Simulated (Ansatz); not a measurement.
`FC(F)C(Cl)Cl` + HI → `FC(F)C(Cl)I` + HCl at 500 K and 1 bar (substitution at a C–Cl bond).

Program: Ansatz. Geometries: PBE0-D4/def2-TZVP. ΔE: electronic, gas phase. CCSD(T)/CBS is the MP2 limit (def2-TZVPP, def2-QZVPP) plus CCSD(T) − MP2 in def2-TZVPP, frozen cores. This one scheme is used for every species. Elements past krypton have def2 core potentials. For I outer-core shells are correlated without core-valence functions, which leaves a few kJ/mol of doubt a bond. One conformer a species, not always the lowest.

| species | CCSD(T)/CBS energy (Eh) | H − E (kJ/mol) | S (J/(mol·K)) |
| --- | --- | --- | --- |
| `FC(F)C(Cl)Cl` | -1196.43636 | 152.2 | 394.4 |
| HI | -298.03592 | 28.6 | 221.6 |
| `FC(F)C(Cl)I` | -1034.09854 | 150.8 | 415.6 |
| HCl | -460.38127 | 32.5 | 201.9 |

H − E and S are ideal-gas, rigid-rotor, harmonic terms from PBE0-D4/def2-TZVP, for one conformer and one mirror image of each species. 1 Eh = 2625.50 kJ/mol, R = 8.31446 J/(mol·K).

Question: By hand: ΔE, ΔH, ΔS and ΔG.

Answer: ΔE = (-1034.09854) + (-460.38127) − (-1196.43636) − (-298.03592) = -0.00753 Eh = -19.8 kJ/mol. Δ(H − E) = 150.8 + 32.5 − 152.2 − 28.6 = 2.5, so ΔH = -17.3 kJ/mol. ΔS = 415.6 + 201.9 − 394.4 − 221.6 = 1.5 J/(mol·K). ΔG = -17.3 − 500 × (1.5)/1000 = -18.1 kJ/mol.

Question: By hand: the equilibrium constant, and the temperature at which ΔG would vanish if ΔH and ΔS stayed fixed.

Answer: log₁₀ K = −ΔG/(RT ln 10) = 1.9. ΔH and −TΔS have one sign here, so there is no such temperature.

The number of gas molecules stays the same, so ΔS is small and ΔH decides. A doubt of 5 kJ/mol in ΔE shifts log₁₀ K by 0.5 here. Other conformers and mirror images would add mixing entropy, several J/(mol·K) or more a flexible species. These are equilibria of isolated gas molecules and say nothing of rates. Largest T1 diagnostic: 0.011 (customary marks: 0.02 for closed shells, 0.045 for open ones).

ΔS is within the doubt of such terms, so its sign, and with it that verdict, could turn.
